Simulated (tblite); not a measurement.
Species: C₃H₁₃NOSi₃.
Bonds: C1–N2, N2–C3, N2–C4, C4–O5 (double), C4–Si6, Si6–Si7, Si6–Si8. Hydrogens: H9, H10, H11 on C1; H12, H13, H14 on C3; H15 on Si6; H16, H17, H18 on Si7; H19, H20, H21 on Si8.

Computed with GFN2-xTB (tblite), gas phase: L-BFGS steps from a force-field or distance-geometry start until the largest atomic force falls under 0.01 eV/Å.

Geometry at step 10:
```
atom  x, y, z in Å
C1     -2.7894    0.8717   -0.7047
N2     -1.6926    0.1917   -0.0533
C3     -2.0721   -0.6523    1.0454
C4     -0.4204    0.4502   -0.4118
O5     -0.1583    1.1768   -1.3684
Si6     1.1570   -0.2386    0.4355
Si7     2.6924    1.4834    0.6408
Si8     2.0428   -1.8556   -0.9665
H9     -3.4816    0.1547   -1.1548
H10    -2.3670    1.5103   -1.4779
H11    -3.3383    1.4754    0.0225
H12    -2.2611   -0.0560    1.9479
H13    -2.9900   -1.1768    0.7652
H14    -1.2840   -1.3751    1.2415
H15     0.8142   -0.7922    1.7678
H16     2.2305    2.6256    1.4335
H17     3.8805    0.9369    1.3193
H18     3.1715    1.9714   -0.6532
H19     1.1372   -2.9783   -1.2313
H20     3.2547   -2.4046   -0.3436
H21     2.4652   -1.3017   -2.2541
```

Problem. What forces act on the atoms?

Solution. 
```tsv
atom	Fx (eV/Å)	Fy (eV/Å)	Fz (eV/Å)
C1	-0.003	0.039	-0.020
N2	0.013	0.046	-0.037
C3	0.022	0.019	-0.036
C4	0.041	-0.025	0.046
O5	0.008	0.052	-0.025
Si6	0.080	0.006	-0.044
Si7	0.015	0.022	0.001
Si8	0.001	-0.033	-0.011
H9	0.069	-0.006	-0.017
H10	-0.042	0.024	-0.015
H11	0.009	0.049	-0.028
H12	-0.012	-0.119	-0.045
H13	0.080	-0.038	0.135
H14	-0.111	-0.022	0.074
H15	-0.009	-0.010	0.021
H16	0.035	0.034	-0.011
H17	-0.066	0.053	0.008
H18	-0.051	0.029	0.050
H19	0.035	-0.042	-0.039
H20	-0.062	-0.035	-0.021
H21	-0.053	-0.043	0.014
```

The largest, 0.16 eV/Å, acts on H13; the rms over all components is 0.045 eV/Å. The forces sum to zero within rounding, as they must for an isolated molecule in no field.

Problem. Give the force on H13 in Eh/bohr and in nN.

Solution. 0.161 eV/Å ÷ 51.422 = 0.00314 Eh/bohr, and 0.161 eV/Å × 1.602 = 0.26 nN.

Problem. How far is this geometry from the end of the optimisation?

Solution. 0.085 eV above it, and 0.614 Å rms away after alignment. The bonds farthest from their final lengths, with half the difference of the two atoms' forces along the bond (positive lengthens):

| bond | now (Å) | final (Å) | force along bond (eV/Å) |
| --- | --- | --- | --- |
| Si6–Si8 | 2.316 | 2.323 | -0.01 |
| C4–Si6 | 1.918 | 1.923 | -0.01 |
| Si7–H16 | 1.465 | 1.460 | 0.00 |
| Si8–H20 | 1.469 | 1.465 | -0.03 |
| C3–H12 | 1.098 | 1.094 | -0.04 |
| Si6–Si7 | 2.316 | 2.320 | -0.01 |

The angle farthest from its final value is C4–Si6–Si7, 108.5° against 95.9°.

The cost below is that of the whole relaxation. On one thread of an Arm Neoverse N1, shared host with 64 logical CPUs at a one-minute load of 60, this took 3.8 s wall.
